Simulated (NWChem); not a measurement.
System: CH₇NO₂Si; SMILES CO[SiH](N)O

```xyz
12

Si     0.0396     0.5086    -0.4570
N     -1.4546     0.8691     0.2966
O      1.1476     1.2762     0.5151
O      0.2272    -1.1346    -0.5513
C      0.0480    -2.0179     0.5230
H      0.2334     0.9305    -1.8711
H     -2.3344     0.5111    -0.0522
H     -1.5685     1.7237     0.8273
H      2.0112     1.4238     0.1207
H     -0.2062    -3.0152     0.1303
H     -0.7632    -1.6898     1.1964
H      0.9705    -2.1131     1.1226
```
Atoms are numbered in this order, from 1.

All runs: NWChem. Coordinates come from a PBE0/def2-SVP optimisation. No frequency run checked for a minimum.

### Question
Order these by “dipole (D)”, lowest first: PBE/cc-pVDZ; PBE/cc-pVTZ; PBE/aug-cc-pVDZ.

### Answer
PBE/aug-cc-pVDZ (0.72), PBE/cc-pVTZ (0.78), PBE/cc-pVDZ (0.83)
